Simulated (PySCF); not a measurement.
H₈OSi₃, SMILES [SiH3]O[SiH2][SiH3]. Atoms are numbered in the order given.

```xyz
12

Si     1.7505     1.1387     0.6002
O      1.1876    -0.2873    -0.0406
Si    -0.1447    -1.0762    -0.6621
Si    -2.1317    -0.0231     0.0408
H      2.4023     1.9535    -0.4593
H      2.7374     0.8285     1.6649
H      0.6179     1.9150     1.1813
H     -0.0721    -1.0794    -2.1509
H     -0.1129    -2.4883    -0.1934
H     -2.1876     1.3789    -0.4628
H     -3.3110    -0.7667    -0.4887
H     -2.2117     0.0058     1.5288
```

Geometry: TPSSh-D3(BJ)/def2-SVP. The values are those of a single conformer.

These are PySCF with M06-2X/def2-TZVP values and carry that method's errors.

The molecule is in vacuum.

| Property | Result |
|---|---|
| total energy | -948.53596 hartree |
| highest occupied level | -9.02 eV |
| lowest empty level | 0.19 eV |
| orbital gap | 9.20 eV |
| dipole moment | 0.30 D |
| quadrupole, principal values (traceless, Buckingham form, about the centre of nuclear charge) | -2.79, -0.11, 2.90 D·Å |
| mean static polarisability | 82.9 bohr³ (12.28 Å³) |
| polarisability, principal values | 73.9, 82.2, 92.6 bohr³ |
